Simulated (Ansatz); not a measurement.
MoO$_{4}$ (SMILES [O]=[Mo-2](=[O])(=[O])=[O]), charge -2, singlet, at a GFN2-xTB geometry (such geometries of metal compounds can be far from the true shape) (core potentials on Mo) (a gas-phase anion, which may not be bound at this level); B3LYP5/def2-SVP (Ansatz, an electronic-structure program).

Ansatz was given this input:
Ansatz 0.2 input:
```yaml
crystal:
  periodic: [false, false, false]
  atoms:
    - {symbol: Mo, position_ang: [0.00000000, -0.00000000, 0.00000000]}
    - {symbol: O, position_ang: [1.39196717, -0.30250817, -0.96057373]}
    - {symbol: O, position_ang: [0.47788879, 0.29669542, 1.62338530]}
    - {symbol: O, position_ang: [-0.83104508, 1.37333660, -0.61245111]}
    - {symbol: O, position_ang: [-1.03881088, -1.36752385, -0.05036046]}
basis:
  gaussian:
    orbitals: def2-SVP
hamiltonian:
  xc: b3lyp5
total_charge: -2
```

Question: What does Ansatz print? Leave out banner, timings and long lists.

Answer: 
```
Functional definition: B3LYP5
909 factors; their error is unknown
mean field evaluation 1: about -10026.2254 eV, gradient 6.7e1 eV
mean field evaluation 2: about -9945.4178 eV, gradient 2.2e2 eV
mean field evaluation 4: about -10035.3573 eV, gradient 3.8e0 eV
mean field evaluation 8: about -10035.4165 eV, gradient 1.7e-1 eV
mean field evaluation 16: about -10035.4166 eV, gradient 6.7e-6 eV
mean field -10035.41659035 eV, -368.7947574457 hartree, gradient 6.7e-6 eV, S^2 0.000000; 0 other end points of the search recorded, 0 dependent functions left out
reference -10035.41682753 eV, -368.7947661620 hartree; 24, 24 occupied and 63, 63 virtual orbitals, 909 factors
Total energy: -10035.41682753 eV, -368.7947661620 hartree
```
